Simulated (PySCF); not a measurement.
ClHSi, neutral, multiplicity 1. Atoms are numbered in the order given.

```xyz
3

Si     0.1105     1.0951     0.0000
H     -1.4038     1.3072     0.0000
Cl    -0.0084    -0.9787     0.0000
```
Charge 0, spin multiplicity 1.

The structure is a stationary point at PBE0-D3(BJ)/def2-TZVP. The isomer is the one that the SMILES or the coordinates give; other isomers of the formula were not compared.

Calculation: PBE0-D3(BJ)/def2-TZVP (PySCF).

Frequencies are harmonic and unscaled.

Computed normal modes with their intensities:
```json
[
 {"mode": "1", "ν (cm⁻¹)": "525", "IR (km/mol)": "101.2", "moving atoms (share of kinetic energy)": "Si 54 %, Cl 45 %"},
 {"mode": "2", "ν (cm⁻¹)": "812", "IR (km/mol)": "46.4", "moving atoms (share of kinetic energy)": "H 94 %"},
 {"mode": "3", "ν (cm⁻¹)": "2018", "IR (km/mol)": "270.2", "moving atoms (share of kinetic energy)": "H 96 %"}
]
```
